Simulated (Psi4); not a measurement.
Interaction energy of H2 ··· HBr (SMILES [H][H] and Br). Monomers: optimised at B3LYP-D3(BJ) (def2-TZVP), held rigid. Orientation: lowest of the rigid-body minima from ten starts at GFN2-xTB. The monomers approach along the line of their centres of mass (distance R); nothing else relaxes.

SAPT0/jun-cc-pVDZ, frozen core (Psi4); B3LYP/def2-TZVP, counterpoise-corrected (Psi4); PBE/def2-TZVP, counterpoise-corrected (Psi4); MP2/aug-cc-pVTZ = Psi4 with DF-MP2/aug-cc-pVTZ, frozen core, counterpoise-corrected; wB97X-V/def2-TZVP, counterpoise-corrected (Psi4); CCSD(T)/aug-cc-pVDZ = DF-CCSD(T)/aug-cc-pVDZ, frozen core, counterpoise-corrected in Psi4.

Cost and agreement with CCSD(T)/aug-cc-pVDZ over the 12 points of the scan, with CCSD(T)/aug-cc-pVDZ as yardstick. Costs are rough ratios of core time within Psi4 on shared cores, each with its mean field (Kohn-Sham runs search longer for lower solutions than correlated ones do); the miss is the largest difference from CCSD(T) of the interaction energy, in kcal/mol.

Task: Which is the cheapest of these levels that stays within 0.28 kcal/mol of CCSD(T)/aug-cc-pVDZ?

Result: SAPT0/jun-cc-pVDZ.

| level | relative cost | largest difference |
|---|---|---|
| SAPT0/jun-cc-pVDZ | 1 | 0.17 |
| B3LYP/def2-TZVP | 1 | 0.34 |
| PBE/def2-TZVP | 1 | 0.78 |
| MP2/aug-cc-pVTZ | 3 | 0.52 |
| wB97X-V/def2-TZVP | 10 | 0.22 |

Costs within a factor of two of each other count as equal.
